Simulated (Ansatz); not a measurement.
Reaction (SMILES): CB(C)O + 3 [H][H] (H2) -> B (BH3) + 2 C (CH4) + O (H2O)
Each molecule is optimised on its own at B3LYP-D3(BJ)/def2-TZVP (Ansatz, a quantum-chemistry and plane-wave program), one conformer each, not searched for the lowest.

Property: energy of full hydrogenation (electronic energy difference), in eV. Valence correlation only, unless marked. Spin-orbit coupling is left out. Non-relativistic. Basis-set limits of correlation are two-point, X^-3; Hartree-Fock from the larger set.

```json
[
 {"level": "HF/cc-pVQZ", "program": "Ansatz", "energy of full hydrogenation (eV)": "0.38"},
 {"level": "B3LYP-D3(BJ)/def2-TZVPD", "program": "Ansatz + dftd3", "energy of full hydrogenation (eV)": "0.94"},
 {"level": "PBE0-D3(BJ)/def2-TZVPD", "program": "Ansatz + dftd3", "energy of full hydrogenation (eV)": "0.99"},
 {"level": "r2SCANh/def2-TZVPD", "program": "Ansatz", "energy of full hydrogenation (eV)": "1.06"},
 {"level": "r2SCAN0/def2-TZVPD", "program": "Ansatz", "energy of full hydrogenation (eV)": "1.00"},
 {"level": "LC-wPBE/def2-TZVPD", "program": "Ansatz", "energy of full hydrogenation (eV)": "0.90"},
 {"level": "SCS-MP2/cc-pVQZ", "program": "Ansatz", "energy of full hydrogenation (eV)": "0.90"},
 {"level": "CCSD/CBS(cc-pVTZ,cc-pVQZ)", "program": "Ansatz", "energy of full hydrogenation (eV)": "0.85"},
 {"level": "CCSD(T)/6-31G", "program": "Ansatz", "energy of full hydrogenation (eV)": "1.24"},
 {"level": "CCSD(T)/CBS(cc-pVTZ,cc-pVQZ)", "program": "Ansatz", "energy of full hydrogenation (eV)": "0.97"}
]
```
